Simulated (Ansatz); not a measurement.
Calculated with Ansatz (gas phase, PBE0-D4/def2-TZVP geometries, no zero-point term in ΔE). CBS: MP2 limit from def2 TZ/QZ plus the TZ coupled-cluster correction, frozen cores. This one scheme is used for every species. Functionals use def2-TZVPP. HSE06 is defined as in plane-wave codes. Each species was taken in one conformer, which may not be the lowest.

Reaction (ligand exchange at the Si–C bond): `C[Si]O` + `CNC` → `CN(C)[Si]O` + CH₄

(1) Is it downhill or uphill in electronic energy at CCSD(T)/CBS, and by how much? (An estimate is asked.)

(2) What do these levels give: PBE0-D4, ωB97M-V, PBE, BLYP, r2SCAN0, HSE06, RPA@PBE/def2-TZVPP, CCSD/def2-SVP, HF/def2-TZVPP, SCS-MP2/def2-TZVPP, CCSD(T)/def2-TZVPP, MP2/def2-QZVPP? (Estimate.)

Largest T1 diagnostic among the species: 0.014.

Results:

(1) Ansatz gave: Downhill: ΔE = -126.3 kJ/mol.

(2) Computed: PBE0-D4 -124.8, ωB97M-V -124.7, PBE -121.0, BLYP -121.9, r2SCAN0 -126.6, HSE06 -120.1, RPA@PBE/def2-TZVPP -123.1, CCSD/def2-SVP -125.4, HF/def2-TZVPP -115.3, SCS-MP2/def2-TZVPP -130.4, CCSD(T)/def2-TZVPP -127.1, MP2/def2-QZVPP -134.1 kJ/mol.

The D4 term adds −8.5 kJ/mol with B3LYP and −4.7 kJ/mol with PBE0; it sums over pairs of atoms, weighted by their polarisabilities, and B3LYP, whose exchange is more repulsive, gets the larger term. In def2-TZVPP, CCSD(T) changes the Hartree–Fock value by −11.8 kJ/mol (the triples alone add −3.7 kJ/mol) and MP2 by −19.2 kJ/mol.

B3LYP here is the variant with VWN-RPA as its local correlation; programs differ in this.
